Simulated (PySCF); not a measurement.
# Reading the logs of faulty runs: AlBFHN cation

Calculated results; nothing here was measured. They come from PySCF 2.14.0, an open-source quantum chemistry program, on an isolated molecule that a program drew, which may never have been made. The molecule is AlBFHN cation (charge +1, singlet), drawn as the SMILES string `F[B+][N]=[AlH]`.

Each row is a Hartree-Fock (HF) and frozen-core CCSD(T) single point in the cc-pV(D+d)Z basis, meant for a local HF minimum. Run 1 is clean. Each other run has one planted mistake out of seven kinds, and not every kind appears here: one electron removed, one electron added, multiplicity raised by two, geometry at a saddle point, minimal basis STO-3G, one bond length entered in bohr, all coordinates scaled. The reference is restricted for singlets and unrestricted otherwise, and also for a bond in bohr. Adding or removing an electron swaps singlet and doublet. Electrons count all cores. HOMO and LUMO are orbital energies over both spins, the gradient is its largest component, and the lowest frequency (negative if imaginary) is given only where the gradient is small. Bond lengths are over the 4 bonds as drawn. T1 is the CCSD diagnostic: over 0.02 (restricted) or 0.045 (unrestricted) a single reference is doubtful.

Geometry of the clean run:
```xyz
5
AlBFHN cation, angstrom
F    -3.8765    1.1354   -0.5097
B    -2.8629    1.8124   -0.8231
N    -1.8386    2.4969   -1.1399
Al   -0.4910    3.3975   -1.5567
H     0.7458    4.2242   -1.9393
```

```
run,electrons,basis functions,<S^2>,HOMO (eV),LUMO (eV),gradient (hartree/bohr),lowest frequency (cm^-1),mean bond (Å),longest bond (Å),T1,HF (hartree),CCSD(T) (hartree),mistake
1,34,70,0.000,-17.63,-3.86,1.8e-05,116,1.4351,1.674,0.0158,-420.92034,-421.40261,no fault
2,33,70,0.756,-25.27,-14.00,1.3e-01,-,1.4351,1.674,0.0199,-420.35027,-420.78746,one electron removed
3,34,70,1.024,-15.23,-5.46,4.3e-02,-,1.8073,3.163,0.0188,-420.76770,-421.21669,one bond length entered in bohr
4,35,70,0.754,-4.82,1.42,7.7e-02,-,1.4351,1.674,0.0594,-421.07814,-421.57502,one electron added
5,34,25,0.000,-14.61,1.29,5.7e-02,-,1.4351,1.674,0.0200,-415.68697,-415.87269,minimal basis STO-3G
6,34,70,2.017,-10.81,-7.88,1.2e-01,-,1.4351,1.674,0.0322,-420.72688,-421.17861,?
```

**Which mistake was planted in run 6, and what did it cost?**

Electrons, basis and geometry are unchanged, and <S^2> is 2.017, beside S(S+1) = 2.00 for a multiplicity of 3. So the mistake is: multiplicity raised by two. Subtracting run 1 and multiplying by 627.51 kcal/mol a hartree, the energy moved by 121.4 kcal/mol in HF and 140.6 kcal/mol in CCSD(T).

Cautions from the logs. Run 4: T1 is over the limit, so its CCSD(T) energy is less reliable.
